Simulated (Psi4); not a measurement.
Cr, quintet (another spin typed on purpose, not shown lowest); HF/def2-SVP in Psi4.

Here is a job for Psi4.
```
memory 2 GB

molecule mol {
0 5
Cr    0.000000    0.000000    0.000000
}

set {
  basis def2-svp
  reference rohf
}

energy('scf')
print_variables()
```

Output, abridged:

```
   => Loading Basis Set <=

    Name: DEF2-SVP
    Role: ORBITAL
    Keyword: BASIS

         ---------------------------------------------------------
                                   SCF
               by Justin Turney, Rob Parrish, Andy Simmonett
                          and Daniel G. A. Smith
                             ROHF Reference
         ---------------------------------------------------------

  ==> Geometry <==

    Molecular point group: d2h
    Geometry (in Angstrom), charge = 0, multiplicity = 5:

       Center              X                  Y                   Z               Mass
    ------------   -----------------  -----------------  -----------------  -----------------
         CR           0.000000000000     0.000000000000     0.000000000000    51.940506230000

  Running in d2h symmetry.

  Rotational constants: A = ************  B = ************  C = ************ [cm^-1]
  Rotational constants: A = ************  B = ************  C = ************ [MHz]
  Nuclear repulsion =    0.000000000000000

  Charge       = 0
  Multiplicity = 5
  Electrons    = 24
  Nalpha       = 14
  Nbeta        = 10

  ==> Algorithm <==

  SCF Algorithm Type is DF.
  DIIS enabled.
  MOM disabled.
  Fractional occupation disabled.
  Guess Type is CORE.
  Energy threshold   = 1.00e-06
  Density threshold  = 1.00e-06
  Integral threshold = 1.00e-12

  ==> Primary Basis <==

  Basis Set: DEF2-SVP
    Blend: DEF2-SVP
    Number of shells: 11
    Number of basis functions: 31
    Number of Cartesian functions: 36
    Spherical Harmonics?: true
    Max angular momentum: 3

   => Loading Basis Set <=

    Name: (DEF2-SVP AUX)
    Role: JKFIT
    Keyword: DF_BASIS_SCF

  ==> Integral Setup <==

  SCF_SUBTYPE=INCORE selected. In-core MEM_DF algorithm will be used.
  Using in-core AOs.

  ==> MemDFJK: Density-Fitted J/K Matrices <==

    J tasked:                   Yes
    K tasked:                   Yes
    wK tasked:                   No
    Algorithm:                 Core
    Schwarz Cutoff:           1E-12
    Mask sparsity (%):       0.0000
    Fitting Condition:        1E-10

   => Auxiliary Basis Set <=

  Basis Set: (DEF2-SVP AUX)
    Blend: DEF2-UNIVERSAL-JKFIT
    Number of shells: 58
    Number of basis functions: 264
    Number of Cartesian functions: 377
    Spherical Harmonics?: true
    Max angular momentum: 6

  Minimum eigenvalue in the overlap matrix is 1.2157773840E-01.
  Reciprocal condition number of the overlap matrix is 5.7994372938E-02.
    Using symmetric orthogonalization.

  ==> Pre-Iterations <==

  SCF Guess: Core (One-Electron) Hamiltonian.

   -------------------------------------------------------
    Irrep   Nso     Nmo     Nalpha   Nbeta   Ndocc  Nsocc
   -------------------------------------------------------
     Ag         9       9       5       4       4       1
     B1g        2       2       1       0       0       1
     B2g        2       2       1       0       0       1
     B3g        2       2       1       0       0       1
     Au         1       1       0       0       0       0
     B1u        5       5       2       2       2       0
     B2u        5       5       2       2       2       0
     B3u        5       5       2       2       2       0
   -------------------------------------------------------
    Total      31      31      14      10      10       4
   -------------------------------------------------------

  ==> Iterations <==

                           Total Energy        Delta E     RMS |[F,P]|

    Occupation by irrep:
             Ag   B1g   B2g   B3g    Au   B1u   B2u   B3u
    DOCC [     4,    0,    0,    0,    0,    2,    2,    2 ]
    SOCC [     1,    0,    0,    0,    0,    1,    1,    1 ]
    NA   [     5,    0,    0,    0,    0,    3,    3,    3 ]
    NB   [     4,    0,    0,    0,    0,    2,    2,    2 ]

   @DF-ROHF iter   1: -1040.08655245988575   -1.04009e+03   8.34956e-02 DIIS
    Occupation by irrep:
             Ag   B1g   B2g   B3g    Au   B1u   B2u   B3u
    DOCC [     4,    0,    0,    0,    0,    2,    2,    2 ]
    SOCC [     2,    1,    0,    1,    0,    0,    0,    0 ]
    NA   [     6,    1,    0,    1,    0,    2,    2,    2 ]
    NB   [     4,    0,    0,    0,    0,    2,    2,    2 ]

   @DF-ROHF iter   2: -1038.94949433199258    1.13706e+00   1.00594e-01 DIIS
   @DF-ROHF iter   3: -1043.02297794781362   -4.07348e+00   1.37819e-02 DIIS
   @DF-ROHF iter   4: -1043.04334407818669   -2.03661e-02   1.01634e-02 DIIS
   @DF-ROHF iter   5: -1043.05780122618012   -1.44571e-02   3.92174e-03 DIIS
   @DF-ROHF iter   6: -1043.05865161160227   -8.50385e-04   2.09582e-03 DIIS
   @DF-ROHF iter   7: -1043.06053465427021   -1.88304e-03   6.64422e-04 DIIS
   @DF-ROHF iter   8: -1043.06060039041836   -6.57361e-05   2.32397e-04 DIIS
   @DF-ROHF iter   9: -1043.06061360674494   -1.32163e-05   5.01965e-05 DIIS
   @DF-ROHF iter  10: -1043.06061630983140   -2.70309e-06   4.13662e-05 DIIS
   @DF-ROHF iter  11: -1043.06062152158120   -5.21175e-06   2.80510e-05 DIIS
   @DF-ROHF iter  12: -1043.06062503425937   -3.51268e-06   6.36067e-06 DIIS
   @DF-ROHF iter  13: -1043.06062509275080   -5.84914e-08   4.68812e-06 DIIS
   @DF-ROHF iter  14: -1043.06062511803907   -2.52883e-08   4.78859e-06 DIIS
   @DF-ROHF iter  15: -1043.06062464711363    4.70925e-07   1.36691e-06 DIIS
   @DF-ROHF iter  16: -1043.06062463014678    1.69669e-08   2.53622e-07 DIIS
  Energy and wave function converged.

  ==> Post-Iterations <==

    Orbital Energies [Eh]
    ---------------------

    Doubly Occupied:

       1Ag  -220.409709     2Ag   -26.239415     1B3u  -22.176817
       1B1u  -22.176817     1B2u  -22.176671     3Ag    -3.302937
       2B1u   -2.069864     2B3u   -2.069864     2B2u   -2.068430
       4Ag    -0.289307

    Singly Occupied:

       5Ag    -0.080351     6Ag     0.033454     1B1g    0.033953
       1B3g    0.033953

    Virtual:

       7Ag     0.143238     3B2u    0.207359     3B1u    0.207665
       3B3u    0.207665     1B2g    0.308270     8Ag     0.809357
       2B3g    0.840955     2B1g    0.840955     9Ag     0.841440
       2B2g    0.934351     4B2u    3.426057     4B1u    3.429412
       4B3u    3.429412     5B2u    3.438506     5B3u    3.449352
       5B1u    3.449352     1Au     3.451723

    Final Occupation by Irrep:
             Ag   B1g   B2g   B3g    Au   B1u   B2u   B3u
    DOCC [     4,    0,    0,    0,    0,    2,    2,    2 ]
    SOCC [     2,    1,    0,    1,    0,    0,    0,    0 ]
    NA   [     6,    1,    0,    1,    0,    2,    2,    2 ]
    NB   [     4,    0,    0,    0,    0,    2,    2,    2 ]

  @DF-ROHF Final Energy: -1043.06062463014678

   => Energetics <=

    Nuclear Repulsion Energy =              0.0000000000000000
    One-Electron Energy =               -1438.8706787585394977
    Two-Electron Energy =                 395.8100541283926077
    Total Energy =                      -1043.0606246301467763

Computation Completed

Properties will be evaluated at   0.000000,   0.000000,   0.000000 [a0]

Properties computed using the SCF density matrix

 Multipole Moments:

 ------------------------------------------------------------------------------------
     Multipole            Electronic (a.u.)      Nuclear  (a.u.)        Total (a.u.)
 ------------------------------------------------------------------------------------

 L = 1.  Multiply by 2.5417464519 to convert [e a0] to [Debye]
 Dipole X            :          0.0000000            0.0000000            0.0000000
 Dipole Y            :          0.0000000            0.0000000            0.0000000
 Dipole Z            :          0.0000000            0.0000000            0.0000000
 Magnitude           :                                                    0.0000000

 ------------------------------------------------------------------------------------

  Variable Map:
  ----------------------------------------------------------------------------
  "CURRENT ENERGY"           =>   -1043.060624630147
  "CURRENT REFERENCE ENERGY" =>   -1043.060624630147
  "DD SOLVATION ENERGY"      =>       0.000000000000
  "HF KINETIC ENERGY"        =>    1042.670408506926
  "HF POTENTIAL ENERGY"      =>   -2085.731033137073
  "HF TOTAL ENERGY"          =>   -1043.060624630147
  "HF VIRIAL RATIO"          =>       2.000374246857
  "NUCLEAR REPULSION ENERGY" =>       0.000000000000
  "ONE-ELECTRON ENERGY"      =>   -1438.870678758539
  "PCM POLARIZATION ENERGY"  =>       0.000000000000
  "PE ENERGY"                =>       0.000000000000
  "SCF ITERATION ENERGY"     =>   -1043.060624630147
  "SCF ITERATIONS"           =>      16.000000000000
  "SCF TOTAL ENERGY"         =>   -1043.060624630147
  "TWO-ELECTRON ENERGY"      =>     395.810054128393

  Array Variable Map:
  ----------------------------------------------------------------------------
  "CURRENT DIPOLE"           =>       0.000000000000 ... 0.000000000000 1 by 3
  "SCF DIPOLE"               =>       0.000000000000 ... 0.000000000000 1 by 3
  "SCF TOTAL ENERGIES"       =>   -1040.086552459886 ... -1043.060624630147 1 by 16
```
